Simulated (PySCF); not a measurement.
**Polarisability and C₆ of Au(60+) (gold, charge +60)**

[Ar] 3d1, 2D determinant. Calculation: PySCF 2.14, in an even-tempered Gaussian basis (17 s from 16 bohr⁻², ratio 2.5; 12 p from 21 bohr⁻², ratio 2.5; 7 d from 21 bohr⁻², ratio 2.5; 4 f from 74 bohr⁻², ratio 2.7; 3 g from 110 bohr⁻², ratio 2.7); scalar relativity by spin-free X2C-1e. Coupled (time-dependent) response in atomic units; α is the mean over directions.

```json
{"method": "UHF", "mean α (bohr³)": "0.002566", "α xx, yy, zz": "0.002477, 0.002477, 0.002742", "C₆ (like pair)": "0.0001367", "S(−4)": "5.056e-06"}
{"method": "PBE0", "mean α (bohr³)": "0.002557", "α xx, yy, zz": "0.002470, 0.002470, 0.002731", "C₆ (like pair)": "0.0001362", "S(−4)": "5.016e-06"}
```

S(−4) is the Cauchy moment in α(ω) = α(0) + S(−4) ω² + …

Spin-orbit coupling is absent.

α(iu) at UHF:

```tsv
u (hartree)	α(iu) (bohr³)
0	0.002566
3.00	0.002521
6.00	0.002397
12.0	0.002018
18.0	0.001625
24.0	0.001308
30.0	0.001074
45.0	0.0007300
60.0	0.0005568
90.0	0.0003839
150	0.0002308
```

A single London oscillator, α(iu) = α/(1 + u²/ω²), gives C₆ = (3/4) ω α². Matching the computed C₆ needs ω = 4 × 0.0001367 / (3 × 0.002566²) = 27.7 hartree.

For an ion, C₆ is the dispersion term alone; charge-induced terms of lower order in 1/R come first.

The components differ because the open shell of this determinant is not spherical; for a pure term their mean is the scalar polarisability.

Spin-orbit coupling, absent here, splits the open shell strongly.
